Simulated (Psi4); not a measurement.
C2HF2O2, doublet, at a GFN2-xTB geometry; WB97X/def2-SVP (Psi4).

The Psi4 input:
```
memory 2 GB

molecule mol {
0 2
O     1.009084    1.501552    0.035435
C     0.711607    0.326328    0.040603
O     1.602559   -0.678309    0.121562
C    -0.634841   -0.161430   -0.038988
F    -1.680966    0.626445   -0.125696
F    -0.969480   -1.433201   -0.034245
H     2.500271   -0.314525    0.173805
}

set {
  basis def2-svp
  reference uks
  scf_type pk
  puream true
  d_convergence 1e-8
  dft_radial_points 99
  dft_spherical_points 590
}

energy('wb97x')
print_variables()
```

Task: What does Psi4 print? Leave out banner, timings and long lists.

Result: 
```
   => Loading Basis Set <=

    Name: DEF2-SVP
    Role: ORBITAL
    Keyword: BASIS

         ---------------------------------------------------------
                                   SCF
               by Justin Turney, Rob Parrish, Andy Simmonett
                          and Daniel G. A. Smith
                              UKS Reference
         ---------------------------------------------------------

  ==> Geometry <==

    Molecular point group: c1
    Full point group: C1

    Geometry (in Angstrom), charge = 0, multiplicity = 2:

       Center              X                  Y                   Z               Mass
    ------------   -----------------  -----------------  -----------------  -----------------
         O            1.063194599016     1.506790036102     0.038939677619    15.994914619570
         C            0.765717599016     0.331566036102     0.044107677619    12.000000000000
         O            1.656669599016    -0.673070963898     0.125066677619    15.994914619570
         C           -0.580730400984    -0.156191963898    -0.035483322381    12.000000000000
         F           -1.626855400984     0.631683036102    -0.122191322381    18.998403162730
         F           -0.915369400984    -1.427962963898    -0.030740322381    18.998403162730
         H            2.554381599016    -0.309286963898     0.177309677619     1.007825032230

  Running in c1 symmetry.

  Rotational constants: A =      0.19349  B =      0.11168  C =      0.07081 [cm^-1]
  Rotational constants: A =   5800.55007  B =   3348.01372  C =   2122.77267 [MHz]
  Nuclear repulsion =  237.110028770124899

  Charge       = 0
  Multiplicity = 2
  Electrons    = 47
  Nalpha       = 24
  Nbeta        = 23

  ==> Algorithm <==

  SCF Algorithm Type is PK.
  DIIS enabled.
  MOM disabled.
  Fractional occupation disabled.
  Guess Type is SAD.
  Energy threshold   = 1.00e-06
  Density threshold  = 1.00e-08
  Integral threshold = 1.00e-12

  ==> Primary Basis <==

  Basis Set: DEF2-SVP
    Blend: DEF2-SVP
    Number of shells: 39
    Number of basis functions: 89
    Number of Cartesian functions: 95
    Spherical Harmonics?: true
    Max angular momentum: 2

  ==> DFT Potential <==

   => LibXC <=

    Version 7.1.2
    S. Lehtola, C. Steigemann, M. J. T. Oliveira, and M. A. L. Marques,  SoftwareX 7, 1–5 (2018) (10.1016/j.softx.2017.11.002)

   => Composite Functional: WB97X <=

    wB97X Hyb-GGA Exchange-Correlation Functional

    J.-D. Chai and M. Head-Gordon,  J. Chem. Phys. 128, 084106 (2008) (10.1063/1.2834918)

    Deriv               =              1
    GGA                 =           TRUE
    Meta                =          FALSE

    Exchange Hybrid     =           TRUE
    MP2 Hybrid          =          FALSE

   => Exchange-Correlation Functionals <=

    1.0000   wB97X range-separated functional

   => Exact (HF) Exchange <=

    0.8423            HF,LR [omega = 0.3000]
    0.1577               HF

   => LibXC Density Thresholds  <==

    XC_HYB_GGA_XC_WB97X:  1.00E-14

   => Molecular Quadrature <=

    Radial Scheme          =       TREUTLER
    Pruning Scheme         =           NONE
    Nuclear Scheme         =       TREUTLER

    Blocking Scheme        =         OCTREE
    BS radius alpha        =              1
    Pruning alpha          =              1
    Radial Points          =             99
    Spherical Points       =            590
    Total Points           =         387724
    Total Blocks           =           2813
    Max Points             =            256
    Max Functions          =             86
    Weights Tolerance      =       1.00E-15

  ==> Integral Setup <==

  Using in-core PK algorithm.
   Calculation information:
      Number of atoms:                   7
      Number of AO shells:              39
      Number of primitives:             77
      Number of atomic orbitals:        95
      Number of basis functions:        89

      Integral cutoff                 1.00e-12
[...]

   @UKS iter SAD:  -425.90124356400895   -4.25901e+02   0.00000e+00
   @UKS iter   1:  -426.25445955204498   -3.53216e-01   8.06286e-03 DIIS/ADIIS
   @UKS iter   2:  -426.19432200803396    6.01375e-02   9.73167e-03 DIIS/ADIIS
   @UKS iter   3:  -426.46243057250103   -2.68109e-01   1.25259e-03 DIIS/ADIIS
   @UKS iter   4:  -426.46724146623228   -4.81089e-03   5.94527e-04 DIIS/ADIIS
   @UKS iter   5:  -426.46886547573115   -1.62401e-03   1.78080e-04 DIIS/ADIIS
   @UKS iter   6:  -426.46923559813257   -3.70122e-04   8.85683e-05 DIIS
   @UKS iter   7:  -426.46934015173002   -1.04554e-04   3.40244e-05 DIIS
   @UKS iter   8:  -426.46935391599357   -1.37643e-05   1.46175e-05 DIIS
   @UKS iter   9:  -426.46935542003570   -1.50404e-06   6.07411e-06 DIIS
   @UKS iter  10:  -426.46935602179133   -6.01756e-07   3.45656e-06 DIIS
   @UKS iter  11:  -426.46935630916238   -2.87371e-07   1.60736e-06 DIIS
   @UKS iter  12:  -426.46935638741877   -7.82564e-08   8.22789e-07 DIIS
   @UKS iter  13:  -426.46935639431842   -6.89965e-09   3.78312e-07 DIIS
   @UKS iter  14:  -426.46935639586366   -1.54523e-09   1.13362e-07 DIIS
   @UKS iter  15:  -426.46935639593789   -7.42375e-11   5.54055e-08 DIIS
   @UKS iter  16:  -426.46935639594875   -1.08571e-11   2.97310e-08 DIIS
   @UKS iter  17:  -426.46935639595199   -3.24007e-12   8.92604e-09 DIIS
  Energy and wave function converged.

  ==> Post-Iterations <==

   Electrons on quadrature grid:
      Nalpha   =   24.0000000073 ; deviation = 7.262e-09
      Nbeta    =   23.0000000369 ; deviation = 3.686e-08
      Ntotal   =   47.0000000441 ; deviation = 4.412e-08

   @Spin Contamination Metric:   9.600921416E-03
   @S^2 Expected:                7.500000000E-01
   @S^2 Observed:                7.596009214E-01
   @S   Expected:                5.000000000E-01
   @S   Observed:                5.000000000E-01

    Orbital Energies [Eh]
    ---------------------

    Alpha Occupied:

[...]
    Alpha Virtual:

[...]
    Beta Occupied:

[...]
    Beta Virtual:

[...]
    Final Occupation by Irrep:
              A
    DOCC [    23 ]
    SOCC [     1 ]
    NA   [    24 ]
    NB   [    23 ]

  @UKS Final Energy:  -426.46935639595199

   => Energetics <=

    Nuclear Repulsion Energy =            237.1100287701248988
    One-Electron Energy =               -1058.5579688154894029
    Two-Electron Energy =                 430.3694637652552046
    DFT Exchange-Correlation Energy =     -35.3908801158427266
    Empirical Dispersion Energy =           0.0000000000000000
    VV10 Nonlocal Energy =                  0.0000000000000000
    Total Energy =                       -426.4693563959519906

  UHF NO Occupations:
  HONO-2 :   22  A 1.9991821
  HONO-1 :   23  A 1.9965859
  HONO-0 :   24  A 1.0000000
  LUNO+0 :   25  A 0.0034141
  LUNO+1 :   26  A 0.0008179
  LUNO+2 :   27  A 0.0002807
  LUNO+3 :   28  A 0.0000988

Computation Completed

Properties will be evaluated at   0.000000,   0.000000,   0.000000 [a0]

Properties computed using the SCF density matrix

 Multipole Moments:

 ------------------------------------------------------------------------------------
     Multipole            Electronic (a.u.)      Nuclear  (a.u.)        Total (a.u.)
 ------------------------------------------------------------------------------------

 L = 1.  Multiply by 2.5417464519 to convert [e a0] to [Debye]
 Dipole X            :         -4.4279846            4.8059423            0.3779578
 Dipole Y            :         -0.9746645            0.4652330           -0.5094315
 Dipole Z            :         -0.2751609            0.3112792            0.0361183
 Magnitude           :                                                    0.6353558

 ------------------------------------------------------------------------------------

  Variable Map:
  ----------------------------------------------------------------------------
[...]
  Array Variable Map:
  ----------------------------------------------------------------------------
[...]
[...]
```
